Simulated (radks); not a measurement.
Question: Al II, 12 electrons, occupied as [Ne] 3s1.5 3p0.5 (fractional occupations, a model configuration). All-electron calculation, scalar-relativistic Kohn-Sham, LDA (Slater exchange, Perdew-Wang correlation), spin-polarised, spherical densities, finite nucleus; open shells are filled with parallel spins first; Fermi nuclear charge, rms radius 3.061 fm. Program: a radial shooting solver on a logarithmic mesh with Libxc functionals. Some entries of the table are withheld. Estimate them.

orbital  occ.  eigenvalue (eV)  <r> (bohr)  <r^2> (bohr^2)
1s up       1        -1513.668      0.1206         0.01960
1s down     1        -1513.560      0.1206         0.01960
2s up       1        -116.7332      0.6289             (1)
2s down     1        -116.5939      0.6284             (2)
2p up       3         -78.9602      0.6041             (3)
2p down     3         -78.7993      0.6031             (4)
3s up       1         -15.7658       2.344           6.332
3s down   0.5         -14.6871       2.370           6.499
3p up     0.5          -9.8930       2.826           9.301
3p down     0          -8.9446       2.913           9.941

Answer: 
(1) 2s up <r^2> (bohr^2): 0.4746
(2) 2s down <r^2> (bohr^2): 0.4736
(3) 2p up <r^2> (bohr^2): 0.4647
(4) 2p down <r^2> (bohr^2): 0.4626
